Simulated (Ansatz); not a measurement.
# Worked example: GaH2(CH3) + BH(CH3)(SH) → GaH(CH3)(SH) + BH2(CH3)

Species: GaH2(CH3), singlet; BH(CH3)(SH), singlet; GaH(CH3)(SH), singlet; BH2(CH3), singlet. The partners trade H for SH: Ga–H and B–SH bonds give way to Ga–SH and B–H.

Shapes, held fixed at every level: PBE0-D4/def2-TZVP. Flexible molecules stand in one conformer, not always the lowest. Programs: Ansatz 0.2.0. Electronic energies: no zero-point or thermal term.

At CCSD(T)/def2-TZVPP; 1 Eh = 2625.50 kJ/mol:

```
     species   energy (Eh)
   GaH2(CH3)  -1964.481514
 BH(CH3)(SH)   -463.586853
GaH(CH3)(SH)  -2362.273938
    BH2(CH3)    -65.797563
```

Work out ΔE of the reaction at this level.


1. Products less reactants: (-2362.273938) + (-65.797563) − [(-1964.481514) + (-463.586853)] = -0.003134 Eh = -8.2 kJ/mol.

Other levels give -19.1 (HF/def2-TZVPP) to +6.8 kJ/mol (SPW92/def2-TZVPP). No measured value is set beside it here. Relativity is left out for Ga. Outer-core shells of Ga are correlated, in sets that cover them unevenly.
